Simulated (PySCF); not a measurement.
Species: cyclo-(H2GeO)3.
Bonds: Ge1–O4, Ge1–O12, O4–Ge5, Ge5–O8, O8–Ge9, Ge9–O12. Hydrogens: H2, H3 on Ge1; H6, H7 on Ge5; H10, H11 on Ge9.

A linear-response calculation (PySCF, def2-SVPD basis, gas phase, vertical, core orbitals frozen in the response) gave these numbers; the functional is withheld.

Orbital energies (eV): HOMO-3 -11.01, HOMO-2 -10.58, HOMO-1 -10.58, HOMO -9.88, LUMO 1.68, LUMO+1 1.69, LUMO+2 1.70.

```csv
state,E (eV),f,"main configurations (H = HOMO, L = LUMO)"
S1,7.08,0.0000,H→L/L+1 (≥72%)
S2,7.09,0.0000,H→L/L+1 (≥72%)
S3,7.23,0.0003,"H→L+2 (45%), H→L+3 (32%)"
S4,7.81,0.0000,"H-2/H-1→L/L+1 (≥68%), H→L+9 (15%)"
S5,7.82,0.289,"H→L+2 (43%), H→L+3 (16%), H-2/H-1→L/L+1 (≥13%)"
S6,7.90,0.0001,"H-2/H-1→L+2 (≥21%), H-2/H-1→L+3 (≥18%), H-2/H-1→L/L+1 (≥15%)"
S7,7.90,0.0001,"H-2/H-1→L+2 (≥22%), H-2/H-1→L+3 (≥18%), H-2/H-1→L/L+1 (≥14%)"
```

Triplets, Tamm–Dancoff:

```tsv
state	E (eV)	λ (nm)	main configurations (H = HOMO, L = LUMO)
T1	6.74	183.9	H→L/L+1 (≥64%)
T2	6.74	183.9	H→L/L+1 (≥64%)
T3	6.88	180.2	H→L+3 (46%), H-2/H-1→L/L+1 (≥30%)
```

Vertical ionisation energy by ΔSCF with the same functional: 10.09 eV. Mean static polarisability: 89.6 au.

Orbitals of the list HOMO-3 to LUMO+2 that lie within 0.01 eV of each other are written together with a slash and their weights summed (≥ marks a lower bound); for degenerate orbitals outside that list single weights are arbitrary.

**Question.** Name the functional.
A. wB97X-D
B. PBE0
C. PBE
D. HF

**Answer.** A. wB97X-D is range-separated, 22% exact exchange at short range and 100% at long range (ω = 0.2 bohr⁻¹). In this run −ε(HOMO) = 9.88 eV differs from the ΔSCF value by -0.20 eV, and S1 differs from the orbital gap of 11.56 eV by -4.48 eV. The ratio −ε(HOMO)/IP is 0.98. Usual ranges for neutral molecules in this basis: 0.89 to 0.99 with wB97X-D, 0.5 to 0.7 with PBE, 0.7 to 0.83 with PBE0; with Hartree–Fock the ratio is 1 or more (Koopmans' value less the relaxation energy is the ΔSCF value). The other options: PBE, a GGA without exact exchange; HF, time-dependent Hartree–Fock, 100% exact exchange; PBE0, a global hybrid with 25% exact exchange.

Level of theory: TDDFT wB97X-D/def2-SVPD, vertical, gas phase, core orbitals frozen in the response in PySCF 2.14.0, density-fitted response routines. The structure is a single PBE0-D3(BJ)/def2-SVP conformer in the gas phase; no vibrational or solvent corrections. The wB97X-D/def2-SVPD calculation is non-relativistic and has no spin–orbit coupling, an omission that weighs most on germanium.

Time: 8.6 min of wall time (with the writing of density and orbital grids); peak memory 1.4 GiB. Hardware: one thread, AMD EPYC (x86_64), no GPU, on a shared host.
